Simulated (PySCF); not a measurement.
Numbering as in the mapped SMILES `[O:1]=[C:2]([F:3])[C:4]([F:5])([F:6])[F:7]`.

Geometry: PBE0-D3(BJ)/def2-TZVP; GIAO shifts from PySCF, gas phase, non-relativistic, averaged over equivalent atoms.

At KT3/pcSseg-2 (252 basis functions, 52 s wall time on 1 thread of an Arm Neoverse N1, shared host):
```
   atoms  δ (ppm)
      O1    407.4
      C2    151.4
      C4    123.5
      F3      1.0
F5/F6/F7   -102.1
```

References, each an isolated molecule treated in the same way: ¹⁷O (σ = 325.30 ppm) vs H2O; ¹³C (σ = 183.24 ppm) against TMS; ¹⁹F (σ = 145.48 ppm) against CFCl3.

Problem. Estimate the result of repeating the calculation with B97-2/pcSseg-2.

Solution. 
```csv
atoms,δ at B97-2/pcSseg-2,change
O1,436.7,+29.3
C2,158.4,+7.0
C4,123.9,+0.4
F3,18.5,+17.5
F5/F6/F7,-86.0,+16.1
```

Scale: H2O for ¹⁷O (327.66 ppm); ¹³C (185.38 ppm) vs TMS; ¹⁹F (175.98 ppm) against CFCl3 (reference shieldings calculated alike).

The largest change is at O1 (carbonyl oxygen). Cost: 252 basis functions, 41 s wall time on 1 thread of an Arm Neoverse N1, shared host.

Unscaled 19F shifts against computed CFCl3 carry errors that often reach 10 to 50 ppm. Unscaled 17O shifts of doubly bonded oxygen tend to come out too high, by tens of ppm or more. Experimental scales use liquid or dissolved standards, which lie at an offset from isolated H2O (liquid H2O: subtract about 36 ppm).
